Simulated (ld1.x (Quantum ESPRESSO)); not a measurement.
**selenium (Se) ultrasoft: all-electron and pseudo phase curves**

* Element: selenium
* Generator: ld1.x (Quantum ESPRESSO) 7.5
* Type: ultrasoft
* Functional: PBE
* Relativity: scalar-relativistic
* Frozen core: [Ar]
* Valence charge: 16
* Reference configuration: 3d10 4s2 4p4
* Partial waves: 4s (bound): rcut 1.30, rcutus 1.45 bohr; 4s channel at 2.1 Ry: rcut 1.30, rcutus 1.45 bohr; 4p (bound): rcut 1.10, rcutus 1.35 bohr; 4p channel at 0.5 Ry: rcut 1.10, rcutus 1.35 bohr; 3d (bound): rcut 0.90, rcutus 1.10 bohr; 3d channel at -3.4 Ry: rcut 0.90, rcutus 1.10 bohr
* Local potential: all-electron potential smoothed inside 0.95 bohr (lloc = -1)
* Core correction: a·sin(br)/r model core, default radius (core density twice the valence density)
* Augmentation charge: PSQ, radius 0.90 bohr

The phase is arctan(r·u′/u) with u = r·R(r), unwrapped; energies in Ry, scanned from -6 to 5 Ry. A pole is an energy at which the radial function vanishes at the test radius. The pseudo phase is shifted by a multiple of π to meet the all-electron one at the reference energy, and phase errors are pseudo minus all-electron; the curves can meet again beyond the range given. Levels narrower than the energy grid can be missing from the lists of poles.

For each channel, where are the poles, and over which energies does the pseudopotential scatter like the atom?

```csv
channel,radius (bohr),reference energy (Ry),"poles, all-electron","poles, pseudo",unbroken range about the reference energy with phases within 0.05 rad,phase error 1 Ry above the reference energy (rad)
s,1.60,-1.27,4.56,4.55,the whole range,+0.000
p,1.60,-0.48,none,none,the whole range,+0.000
d,1.60,-3.90,-3.70,-3.70,the whole range,-0.000
```

Note: ghost states, extra bound levels that the all-electron valence spectrum of the same l lacks: p at -101.3 eV, s at -92.4 eV. A true bound ghost makes a file unfit for plane-wave use.

Phases in the d channel:

```tsv
E (Ry)	all-electron	pseudo
-6.00	1.286	1.286
-5.74	1.274	1.274
-5.48	1.258	1.258
-5.22	1.237	1.237
-4.96	1.207	1.207
-4.70	1.156	1.156
-4.44	1.046	1.046
-4.18	0.603	0.602
-3.92	-1.204	-1.204
-3.66	-1.598	-1.598
-3.40	-1.703	-1.703
-3.14	-1.755	-1.755
-2.88	-1.788	-1.788
-2.62	-1.813	-1.813
-2.36	-1.834	-1.834
-2.10	-1.853	-1.853
-1.84	-1.871	-1.871
-1.58	-1.889	-1.889
-1.32	-1.907	-1.907
-1.06	-1.926	-1.927
-0.80	-1.947	-1.947
-0.54	-1.970	-1.970
-0.28	-1.994	-1.995
-0.02	-2.023	-2.023
0.24	-2.054	-2.055
0.50	-2.091	-2.092
0.76	-2.134	-2.135
1.02	-2.185	-2.186
1.28	-2.245	-2.247
1.54	-2.320	-2.321
1.80	-2.411	-2.413
2.06	-2.525	-2.527
2.32	-2.666	-2.669
2.58	-2.839	-2.842
2.84	-3.042	-3.045
3.10	-3.265	-3.267
3.36	-3.487	-3.489
3.62	-3.689	-3.690
3.88	-3.861	-3.861
4.14	-4.001	-4.000
4.40	-4.114	-4.112
4.66	-4.204	-4.203
4.92	-4.277	-4.276
```
